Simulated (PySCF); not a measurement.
Cl₂Sn, charge -1, doublet, at a GFN2-xTB geometry (such geometries of metal compounds can be far from the true shape) (a state made from the parent by changing its charge; the spin is typed, not shown lowest) (core potentials on Sn) (in this run its highest filled SCF level lies above zero, so its values depend strongly on the basis, on diffuse functions most of all); R2SCAN/def2-SV(P) (PySCF).

The PySCF input:
```python
from pyscf import gto, scf, dft

mol = gto.M(
    atom='''
Sn    0.010764   -0.010247    0.639126
Cl    1.232306    1.558930   -0.936160
Cl   -1.263964   -1.528793   -0.943623
''',
    basis='def2-sv(p)',
    ecp={'Sn': 'def2-sv(p)'},
    charge=-1,
    spin=1,
    verbose=4,
)

mf = dft.UKS(mol)
mf.xc = 'r2scan'
mf.grids.atom_grid = (150, 974)
mf.kernel()
```

Q: Write the output that PySCF gives for this input, abridged.

A: 
```
PySCF version 2.14.0

[INPUT] verbose = 4
[INPUT] num. atoms = 3
[INPUT] num. electrons = 57
[INPUT] charge = -1
[INPUT] spin (= nelec alpha-beta = 2S) = 1
[INPUT] symmetry False subgroup None
[INPUT] Mole.unit = angstrom
[INPUT] Symbol           X                Y                Z      unit          X                Y                Z       unit  Magmom
[INPUT]  1 Sn     0.010764000000  -0.010247000000   0.639126000000 AA    0.020341012005  -0.019364023598   1.207773099089 Bohr   0.0
[INPUT]  2 Cl     1.232306000000   1.558930000000  -0.936160000000 AA    2.328720841658   2.945950747368  -1.769086008773 Bohr   0.0
[INPUT]  3 Cl    -1.263964000000  -1.528793000000  -0.943623000000 AA   -2.388545791310  -2.889000071152  -1.783189034840 Bohr   0.0

nuclear repulsion = 194.541501273852
number of shells = 26
number of NR pGTOs = 133
number of NR cGTOs = 62
basis = def2-sv(p)
ecp = {'Sn': 'def2-sv(p)'}

******** <class 'pyscf.dft.uks.UKS'> ********
method = UKS
initial guess = minao
damping factor = 0
level_shift factor = 0
DIIS = <class 'pyscf.scf.diis.CDIIS'>
diis_start_cycle = 1
diis_space = 8
diis_damp = 0
SCF conv_tol = 1e-09
SCF conv_tol_grad = None
SCF max_cycles = 50
direct_scf = True
direct_scf_tol = 1e-13
number electrons alpha = 29  beta = 28
XC library pyscf.dft.libxc version 7.1.2
    S. Lehtola, C. Steigemann, M. J. T. Oliveira, and M. A. L. Marques,  SoftwareX 7, 1–5 (2018)
XC functionals = r2scan
    J. W. Furness, A. D. Kaplan, J. Ning, J. P. Perdew, and J. Sun,  J. Phys. Chem. Lett. 11, 8208–8215 (2020)
    J. W. Furness, A. D. Kaplan, J. Ning, J. P. Perdew, and J. Sun,  J. Phys. Chem. Lett. 11, 9248–9248 (2020)
    J. W. Furness, A. D. Kaplan, J. Ning, J. P. Perdew, and J. Sun,  J. Phys. Chem. Lett. 11, 8208–8215 (2020)
    J. W. Furness, A. D. Kaplan, J. Ning, J. P. Perdew, and J. Sun,  J. Phys. Chem. Lett. 11, 9248–9248 (2020)
radial grids:
    Treutler-Ahlrichs [JCP 102, 346 (1995); DOI:10.1063/1.469408] (M4) radial grids

becke partition: Becke, JCP 88, 2547 (1988); DOI:10.1063/1.454033
pruning grids: <function nwchem_prune>
grids dens level: 3
symmetrized grids: False
atomic radii adjust function: <function treutler_atomic_radii_adjust>
User specified grid scheme (150, 974)
small_rho_cutoff = 0
Set gradient conv threshold to 3.16228e-05
tot grids = 218944
init E= -1111.93791320911

cycle= 1 E= -1131.66512668987  delta_E= -19.7  |g|= 2.21  |ddm|= 5.23
cycle= 2 E= -1114.34222812537  delta_E= 17.3  |g|= 6.59  |ddm|= 9.21
cycle= 3 E= -1134.06598551514  delta_E= -19.7  |g|= 0.839  |ddm|= 7.73
cycle= 4 E= -1134.44309671072  delta_E= -0.377  |g|= 0.477  |ddm|= 1.85
cycle= 5 E= -1134.58700446246  delta_E= -0.144  |g|= 0.0755  |ddm|= 0.742
cycle= 6 E= -1134.5906246549  delta_E= -0.00362  |g|= 0.0313  |ddm|= 0.159
cycle= 7 E= -1134.59126443619  delta_E= -0.00064  |g|= 0.00232  |ddm|= 0.0431
cycle= 8 E= -1134.59127016117  delta_E= -5.72e-06  |g|= 0.000879  |ddm|= 0.00746
cycle= 9 E= -1134.59127080642  delta_E= -6.45e-07  |g|= 0.00028  |ddm|= 0.00193
cycle= 10 E= -1134.59127088811  delta_E= -8.17e-08  |g|= 7.62e-05  |ddm|= 0.000758
cycle= 11 E= -1134.59127089558  delta_E= -7.47e-09  |g|= 1.35e-05  |ddm|= 0.0003
cycle= 12 E= -1134.59127089584  delta_E= -2.54e-10  |g|= 5.3e-06  |ddm|= 5.01e-05
Extra cycle  E= -1134.59127089584  delta_E= -4.09e-12  |g|= 6.09e-06  |ddm|= 2.25e-05
converged SCF energy = -1134.59127089584  <S^2> = 0.75478304  2S+1 = 2.0047773
```
